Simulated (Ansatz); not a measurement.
Input for Ansatz (a first-principles code): U-B3LYP-D3(BJ)/def2-TZVP on NH (SMILES [NH]), 2S+1 = 1, a spin state set in the input, which need not be the lowest.

Ansatz 0.2 input:
```yaml
crystal:
  periodic: [false, false, false]
  atoms:
    - {symbol: N, position_ang: [0.51186070, 0.00000000, 0.00000000]}
    - {symbol: H, position_ang: [-0.51186070, 0.00000000, 0.00000000]}
basis:
  gaussian:
    orbitals: def2-TZVP
hamiltonian:
  xc: b3lyp
  dispersion: d3bj
relax: {f_tol: 0.003, max_steps: 120}
magnetization: {spin_polarized: true, initial_magnetization: 0}
```

Output:

```
WARN ansatz: RAYON_NUM_THREADS=2 ignored (pool sized by the plan → 2); use --threads N
Functional definition: B3LYP
integrals: 0.00 GiB planned
199 factors; their error is unknown
mean field: 0.07 GiB planned
mean field evaluation 1: about -1500.1903 eV, gradient 1.5e1 eV
mean field evaluation 2: about -1500.0037 eV, gradient 1.6e1 eV
mean field evaluation 4: about -1501.0916 eV, gradient 4.2e-2 eV
mean field evaluation 8: about -1501.0831 eV, gradient 2.9e-3 eV
mean field evaluation 16: about -1502.7401 eV, gradient 2.0e-2 eV
mean field evaluation 32: about -1502.7345 eV, gradient 3.1e-5 eV
mean field -1502.73447141 eV, -55.2244732341 hartree, gradient 3.1e-5 eV, S^2 1.003561; 3 other end points of the search recorded, 0 dependent functions left out
the calculation of the forces begins
reference -1502.73459690 eV, -55.2244778459 hartree; 4, 4 occupied and 33, 33 virtual orbitals, 199 factors
relax step   1: F+E_penalty+E_count = -1502.74328719 eV  Δ(F+E_penalty+E_count) = +0.000e0 eV  max|allowed force component| = 6.888e-1 eV/Å  Δτ_max = 0.0000 Å  (91 SCF iters, accepted)
these checks for a lower state are left out or cut short: starts, cluster_reference, orbital_swaps, neighbouring_geometries, increment
integrals: 0.00 GiB planned
199 factors; their error is unknown
mean field: 0.07 GiB planned
mean field -1502.73987804 eV, -55.2246719244 hartree, gradient 8.0e-6 eV, S^2 1.003567; 0 other end points of the search recorded, 0 dependent functions left out
the calculation of the forces begins
reference -1502.74000378 eV, -55.2246765452 hartree; 4, 4 occupied and 33, 33 virtual orbitals, 199 factors
relax step   2: F+E_penalty+E_count = -1502.74869438 eV  Δ(F+E_penalty+E_count) = -5.407e-3 eV  max|allowed force component| = 2.116e-1 eV/Å  Δτ_max = 0.0060 Å  (28 SCF iters, accepted)
these checks for a lower state are left out or cut short: starts, cluster_reference, orbital_swaps, neighbouring_geometries, increment
integrals: 0.00 GiB planned
199 factors; their error is unknown
mean field: 0.07 GiB planned
mean field -1502.74047348 eV, -55.2246938064 hartree, gradient 7.9e-6 eV, S^2 1.003570; 0 other end points of the search recorded, 0 dependent functions left out
the calculation of the forces begins
reference -1502.74059937 eV, -55.2246984325 hartree; 4, 4 occupied and 33, 33 virtual orbitals, 199 factors
relax step   3: F+E_penalty+E_count = -1502.74929014 eV  Δ(F+E_penalty+E_count) = -5.958e-4 eV  max|allowed force component| = 7.880e-3 eV/Å  Δτ_max = 0.0027 Å  (29 SCF iters, accepted)
these checks for a lower state are left out or cut short: starts, cluster_reference, orbital_swaps, neighbouring_geometries, increment
integrals: 0.00 GiB planned
199 factors; their error is unknown
mean field: 0.07 GiB planned
mean field -1502.74047432 eV, -55.2246938371 hartree, gradient 7.9e-6 eV, S^2 1.003570; 0 other end points of the search recorded, 0 dependent functions left out
the calculation of the forces begins
reference -1502.74060021 eV, -55.2246984634 hartree; 4, 4 occupied and 33, 33 virtual orbitals, 199 factors
relax step   4: F+E_penalty+E_count = -1502.74929099 eV  Δ(F+E_penalty+E_count) = -8.473e-7 eV  max|allowed force component| = 7.766e-5 eV/Å  Δτ_max = 0.0001 Å  (29 SCF iters, accepted)
integrals: 0.00 GiB planned
199 factors; their error is unknown
mean field: 0.07 GiB planned
mean field evaluation 64: about -1500.2151 eV, gradient 1.4e1 eV
mean field -1502.74047432 eV, -55.2246938371 hartree, gradient 4.1e-5 eV, S^2 1.003570; 4 other end points of the search recorded, 0 dependent functions left out
the calculation of the forces begins
reference -1502.74060020 eV, -55.2246984634 hartree; 4, 4 occupied and 33, 33 virtual orbitals, 199 factors
Total energy: -1502.74941688 eV, -55.2250224701 hartree
Atom 0 at     0.520743     0.000000    -0.000000 Å, force     0.000077     0.000000    -0.000000 eV/Å
Atom 1 at    -0.520743    -0.000000     0.000000 Å, force    -0.000077    -0.000000     0.000000 eV/Å
Dipole moment:    -0.331730    -0.000000     0.000000 e Å
```

The calculation finished and met its thresholds. Its determinant has ⟨S²⟩ = 1.00, a mixture of spin states.

Cost: very roughly 4 core-seconds.
